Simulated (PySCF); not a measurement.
## Radial density of Fe²⁺ (iron, charge +2)

M06, [Ar] 3d5 4s1, high-spin 7S determinant (an excited configuration). Calculation: PySCF 2.14, in dyall-av2z (16s12p7d2f, 101 functions); no relativity, point nucleus.

| r (bohr) | 4πr²ρ (e/bohr) | 4πr²(ρα − ρβ) |
| --- | --- | --- |
| 0.00106 | 0.1600 | 0.0001 |
| 0.00179 | 0.4365 | 0.0003 |
| 0.00301 | 1.159 | 0.0007 |
| 0.00506 | 2.950 | 0.0017 |
| 0.00851 | 6.980 | 0.0041 |
| 0.0143 | 14.63 | 0.0084 |
| 0.0241 | 25.03 | 0.0131 |
| 0.0405 | 31.15 | 0.0111 |
| 0.0682 | 26.45 | 0.0021 |
| 0.115 | 26.37 | 0.0580 |
| 0.193 | 34.82 | 0.4487 |
| 0.324 | 19.12 | 1.9167 |
| 0.546 | 14.57 | 4.6386 |
| 0.918 | 13.10 | 4.2730 |
| 1.54 | 2.860 | 1.6507 |
| 2.60 | 0.5914 | 0.5790 |
| 4.37 | 0.05429 | 0.0543 |
| 7.35 | 0.0001089 | 0.0001 |
| 12.4 | 0.0001103 | 0.0001 |
